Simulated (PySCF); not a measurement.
Br (bromine, neutral) across methods

[Ar] 3d10 4s1 4p5 5s1, high-spin 4P determinant (an excited configuration). All numbers are calculated (PySCF 2.14, scalar relativity through the core potential, in aug-cc-pVTZ-PP with ECP10MDF (6s5p4d2f, 55 functions)).

| method | E (hartree) | mean ε 4p α (eV) | mean ε 4p β (eV) | mean ε 5s α (eV) | Σ⟨r²⟩ (bohr²) | ⟨S²⟩ |
| --- | --- | --- | --- | --- | --- | --- |
| M06-L | -416.0561 | -13.583 | -11.230 | -1.817 | 58.05 | 3.756 |
| UHF | -414.69754 | -18.794 | -14.022 | -3.417 | 59.18 | 3.762 |
| PW91 | -416.1831 | -13.118 | -11.293 | -2.049 | 57.75 | 3.752 |
| r2SCAN | -415.9086 | -13.770 | -11.515 | -2.066 | 58.31 | 3.756 |
| MN15 | -416.5045 | -15.128 | -12.821 | -2.735 | 57.95 | 3.753 |
| LDA | -415.4507 | -13.133 | -11.389 | -2.131 | 57.52 | 3.752 |
| PBE | -416.0443 | -13.075 | -11.232 | -2.007 | 57.86 | 3.753 |
| M06-2X | -416.2225 | -16.102 | -13.211 | -3.118 | 59.04 | 3.763 |

Q: Estimate the same row for PBE0.

A: E (hartree) = -416.0036; mean ε 4p α (eV) = -14.708; mean ε 4p β (eV) = -12.261; mean ε 5s α (eV) = -2.467; Σ⟨r²⟩ (bohr²) = 58.06; ⟨S²⟩ = 3.754.

Energies and moments cover only the electrons outside the core potential. The outer electron is Rydberg-like, and this basis confines it to a smaller radius and binds it less than a complete one would.
